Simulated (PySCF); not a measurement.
# Electron correlation in Te (tellurium, neutral)

[Kr] 4d10 5s2 5p3 6s1, high-spin 5S determinant (an excited configuration). All numbers are calculated (PySCF 2.14, the non-relativistic Hamiltonian (point nucleus), in dyall-av2z (22s16p12d, 130 functions)). Frozen: [Kr] 4d10; 6 electrons correlated; the 62 highest virtual orbitals of each spin left out.

| level | correlation energy (mhartree) |
| --- | --- |
| CCSD | -79.68 |
| (T) | -1.73 |
| CCSD(T) | -81.41 |

Diagnostics: T1 = 0.0069, D1 = 0.0231, largest double amplitude 0.048.

A non-relativistic calculation at this Z misses sizeable relativistic shifts. The outer electron is Rydberg-like, and this basis confines it to a smaller radius and binds it less than a complete one would.

Cost of the coupled-cluster step: roughly 9 core-seconds, for 6 correlated electrons.
